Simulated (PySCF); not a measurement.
PySCF input for C2H3ClFNSi, SMILES C([Si@@](Cl)(N)F)#C, B3LYP-D3(BJ)/def2-SVP. The structure is a stationary point at B3LYP-D3(BJ)/def2-SVP. The structure was generated by enumeration; whether it is a known compound was not checked. Other conformers were not sampled.

```python
import numpy as np
from pyscf import gto, scf, dft, df
from pyscf.hessian import thermo

mol = gto.M(
    atom='''
    C     2.63109697    0.09258614   -1.17687521
    C     1.48552417   -0.01439152   -0.78292426
    Si   -0.22693503   -0.16691477   -0.19307861
    N    -1.28647744    0.54840381   -1.30662325
    F    -0.49783223   -1.74749357    0.05908215
    Cl   -0.48915409    0.72266432    1.64557870
    H     3.64493976    0.18765886   -1.52206627
    H    -2.24138738    0.79426292   -1.07008092
    H    -1.12473741    0.48903902   -2.30617015
    ''',
    basis='def2-SVP',
    charge=0,
    spin=0,
    max_memory=1600,
    verbose=3,
)
mf = dft.RKS(mol, xc='b3lyp').density_fit(auxbasis='def2-universal-jkfit')
mf.disp = 'd3bj'
mf.grids.level = 3
mf.conv_tol = 1e-11
mf.max_cycle = 100
mf.kernel()

# [left out here: the lines that compute and print the analytic Hessian (its translational invariance restored by hand, since the grid's response is missing), thermochemistry and intensities]
```

It prints:

```
converged SCF energy = -982.026435525772

WARN: DFTD3 does not support analytical Hessian, using finite difference


WARN: Mole.unit (angstrom) is changed to Bohr

Mode                                 0                   1                   2
Irrep
Freq [cm^-1]                      110.6896            121.6618            165.9877
Reduced mass [au]                   5.4735              2.6876              2.3375
Force const [Dyne/A]                0.0395              0.0234              0.0379
Char temp [K]                     159.2577            175.0443            238.8193
Normal mode                   x     y     z       x     y     z       x     y     z
       0   C                -0.02 -0.07 -0.15    0.03 -0.10  0.04    0.01 -0.10  0.04
       1   C                 0.03  0.01  0.00    0.00  0.01 -0.01   -0.03  0.09 -0.04
       2  Si                 0.03  0.02  0.03    0.00  0.02 -0.01   -0.02  0.05 -0.02
       3   N                 0.07  0.03 -0.00   -0.09  0.02  0.08   -0.05 -0.05 -0.05
       4   F                 0.05  0.02  0.02    0.10 -0.01 -0.06    0.04  0.04  0.02
       5  Cl                -0.09 -0.01  0.03   -0.03  0.02 -0.01    0.02 -0.03  0.03
       6   H                -0.06 -0.14 -0.29    0.06 -0.20  0.08    0.05 -0.24  0.11
       7   H                 0.06  0.02 -0.05    0.00  0.19  0.26   -0.17 -0.36 -0.20
       8   H                 0.13  0.07  0.00   -0.35 -0.23  0.05    0.20  0.27 -0.03
Mode                                 3                   4                   5
Irrep
Freq [cm^-1]                      241.6015            266.9990            294.7267
Reduced mass [au]                   2.4020              2.0329              1.8782
Force const [Dyne/A]                0.0826              0.0854              0.0961
Char temp [K]                     347.6107            384.1521            424.0460
Normal mode                   x     y     z       x     y     z       x     y     z
       0   C                 0.03  0.02  0.03    0.04  0.01 -0.00   -0.05 -0.01  0.01
       1   C                -0.01 -0.05 -0.11    0.02  0.00 -0.05   -0.04  0.01  0.04
       2  Si                 0.01 -0.01 -0.03    0.02  0.04 -0.02   -0.05  0.03 -0.01
       3   N                -0.02  0.04  0.04    0.01  0.04 -0.03    0.02 -0.04 -0.11
       4   F                 0.03  0.02  0.11   -0.05  0.06  0.08    0.05  0.02  0.02
       5  Cl                -0.02 -0.03 -0.03   -0.01 -0.06  0.00    0.03 -0.02  0.03
       6   H                 0.06  0.07  0.14    0.05  0.02  0.03   -0.06 -0.02 -0.02
       7   H                 0.08  0.34  0.11   -0.04 -0.19  0.04    0.20  0.63 -0.09
       8   H                 0.05  0.46  0.03   -0.29 -0.58 -0.04   -0.01 -0.21 -0.10
Mode                                 6                   7                   8
Irrep
Freq [cm^-1]                      309.4367            356.7287            396.0913
Reduced mass [au]                   5.0507              7.6530              5.2149
Force const [Dyne/A]                0.2849              0.5738              0.4820
Char temp [K]                     445.2105            513.2531            569.8872
Normal mode                   x     y     z       x     y     z       x     y     z
       0   C                 0.06  0.00 -0.04    0.03  0.02  0.02    0.02 -0.02  0.01
       1   C                 0.08  0.03  0.05   -0.02 -0.11 -0.17   -0.04  0.19 -0.10
       2  Si                 0.05  0.02 -0.01    0.02  0.02  0.02    0.02 -0.04  0.03
       3   N                -0.07 -0.15  0.01    0.01 -0.06 -0.02    0.06 -0.01  0.02
       4   F                -0.09  0.05 -0.02   -0.00  0.01 -0.06   -0.06 -0.04  0.00
       5  Cl                -0.01 -0.01  0.01   -0.02  0.03  0.07   -0.00  0.01 -0.00
       6   H                 0.04 -0.02 -0.11    0.07  0.12  0.16    0.07 -0.20  0.10
       7   H                 0.06  0.23  0.16    0.02  0.03 -0.08    0.12  0.21  0.01
       8   H                -0.08  0.20  0.00    0.07 -0.12 -0.00    0.04 -0.12  0.02
Mode                                 9                  10                  11
Irrep
Freq [cm^-1]                      531.7976            653.6676            747.3963
Reduced mass [au]                  11.9486              4.4680              1.3038
Force const [Dyne/A]                1.9909              1.1248              0.4291
Char temp [K]                     765.1384            940.4821           1075.3369
Normal mode                   x     y     z       x     y     z       x     y     z
       0   C                -0.07 -0.00  0.03   -0.13 -0.01  0.04   -0.02  0.13 -0.02
       1   C                -0.07 -0.03 -0.01   -0.10  0.00  0.03    0.01 -0.06  0.01
       2  Si                 0.03  0.05  0.08    0.08 -0.02 -0.07   -0.00  0.00 -0.00
       3   N                 0.04 -0.05  0.06    0.05 -0.02 -0.01    0.00 -0.00 -0.00
       4   F                 0.00  0.06 -0.03    0.00  0.03 -0.00   -0.00 -0.00  0.00
       5  Cl                 0.01 -0.04 -0.09   -0.00  0.01  0.03    0.00  0.00  0.00
       6   H                -0.07  0.01  0.05   -0.13 -0.02  0.06    0.12 -0.85  0.12
       7   H                 0.04  0.01 -0.03    0.10 -0.12  0.27    0.00 -0.00  0.01
       8   H                 0.14 -0.07  0.08   -0.20  0.12 -0.06   -0.01  0.00 -0.00
Mode                                12                  13                  14
Irrep
Freq [cm^-1]                      758.4201            823.8974            866.2389
Reduced mass [au]                   1.3027              1.6963              8.6417
Force const [Dyne/A]                0.4415              0.6784              3.8205
Char temp [K]                    1091.1977           1185.4049           1246.3249
Normal mode                   x     y     z       x     y     z       x     y     z
       0   C                -0.04 -0.02 -0.12    0.02  0.00 -0.01   -0.03 -0.00  0.01
       1   C                 0.02  0.01  0.05    0.01  0.00 -0.03   -0.02 -0.01  0.01
       2  Si                -0.00 -0.00  0.00   -0.03  0.04  0.07    0.09  0.07  0.02
       3   N                 0.00 -0.00  0.00    0.05 -0.01 -0.10   -0.09  0.04 -0.06
       4   F                 0.00  0.00 -0.00    0.00 -0.04 -0.00   -0.03 -0.13  0.02
       5  Cl                -0.00 -0.00 -0.00    0.01 -0.01 -0.01   -0.00 -0.00 -0.00
       6   H                 0.26  0.15  0.81    0.03  0.02  0.02   -0.03  0.01  0.02
       7   H                -0.00  0.00 -0.01    0.12 -0.19  0.44   -0.11  0.12 -0.20
       8   H                 0.01 -0.01  0.01   -0.44  0.31 -0.19    0.02  0.00 -0.04
Mode                                15                  16                  17
Irrep
Freq [cm^-1]                      958.4816           1524.2963           2164.4835
Reduced mass [au]                   8.5068              1.1349              5.8560
Force const [Dyne/A]                4.6045              1.5536             16.1644
Char temp [K]                    1379.0417           2193.1230           3114.2099
Normal mode                   x     y     z       x     y     z       x     y     z
       0   C                -0.00  0.00  0.00   -0.00 -0.00  0.00   -0.16 -0.01  0.05
       1   C                -0.00  0.00 -0.00   -0.00  0.00 -0.00    0.20  0.02 -0.07
       2  Si                 0.05 -0.10  0.07    0.00 -0.01  0.01   -0.01 -0.00  0.00
       3   N                -0.09  0.06 -0.09   -0.06  0.03 -0.06   -0.00  0.00  0.00
       4   F                 0.01  0.09 -0.02    0.00  0.00 -0.00   -0.00 -0.00  0.00
       5  Cl                -0.00  0.00 -0.00    0.00 -0.00 -0.00   -0.00  0.00  0.00
       6   H                 0.00 -0.02  0.01   -0.00 -0.00  0.00   -0.29 -0.03  0.10
       7   H                -0.11  0.07 -0.14    0.10 -0.06  0.65   -0.00  0.00 -0.00
       8   H                -0.13  0.08 -0.11    0.62 -0.20  0.07   -0.00 -0.00  0.00
Mode                                18                  19                  20
Irrep
Freq [cm^-1]                     3455.4287           3586.5971           3687.7197
Reduced mass [au]                   1.1607              1.0494              1.0983
Force const [Dyne/A]                8.1653              7.9535              8.7999
Char temp [K]                    4971.5925           5160.3147           5305.8076
Normal mode                   x     y     z       x     y     z       x     y     z
       0   C                -0.10 -0.01  0.03    0.00  0.00 -0.00   -0.00 -0.00  0.00
       1   C                 0.03  0.00 -0.01    0.00 -0.00  0.00   -0.00  0.00 -0.00
       2  Si                -0.00 -0.00  0.00    0.00 -0.00  0.00    0.00 -0.00 -0.00
       3   N                -0.00  0.00 -0.00   -0.04  0.01 -0.04    0.05 -0.01 -0.06
       4   F                 0.00  0.00 -0.00    0.00 -0.00  0.00    0.00 -0.00 -0.00
       5  Cl                 0.00 -0.00 -0.00    0.00  0.00  0.00    0.00  0.00  0.00
       6   H                 0.87  0.08 -0.30   -0.00 -0.00  0.00    0.00  0.00 -0.00
       7   H                 0.00 -0.00 -0.00    0.63 -0.17 -0.17   -0.65  0.17  0.15
       8   H                -0.00  0.00  0.00   -0.13  0.04  0.69   -0.10  0.03  0.65
temperature 298.1500 [K]
pressure 101325.00 [Pa]
Rotational constants [GHz] 2.76023 1.74411 1.51576
Symmetry number 1
Zero-point energy (ZPE) 0.05017 [Eh]   131722.892 [J/mol]
                           tot       elec      trans        rot        vib
Entropy [J/mol/K]       366.472      0.000    168.821    117.900     79.751
Cv [J/mol/K]            112.258      0.000     12.472     12.472     87.315
Cp [J/mol/K]            120.572      0.000     20.786     12.472     87.315
Internal energy [J/mol]                      3718.434   3718.434 145348.755
Internal energy [Eh]   -981.96824  -982.02644
Enthalpy [J/mol]                             6197.391   3718.434 145348.755
Enthalpy [Eh]          -981.96730
Gibbs free energy [J/mol]                  -44136.653 -31433.388 121570.860
Gibbs free energy [Eh] -982.00891
mode   freq/cm-1   IR/(km/mol)
   1      110.69         1.249
   2      121.66         7.587
   3      165.99         1.811
   4      241.60        54.978
   5      267.00        51.671
   6      294.73        45.117
   7      309.44        71.834
   8      356.73        27.395
   9      396.09        23.369
  10      531.80        73.887
  11      653.67        91.095
  12      747.40        26.074
  13      758.42        23.799
  14      823.90       195.263
  15      866.24       184.510
  16      958.48       166.322
  17     1524.30        76.059
  18     2164.48        64.417
  19     3455.43        48.369
  20     3586.60        56.881
  21     3687.72        52.641
max |gradient| / (hartree/bohr): 9.270831952762419e-05
APT charges: [-0.1478 -0.5759  2.2153 -0.9109 -0.6961 -0.5339  0.2161  0.2186  0.2147]
```

Self-consistency was reached.
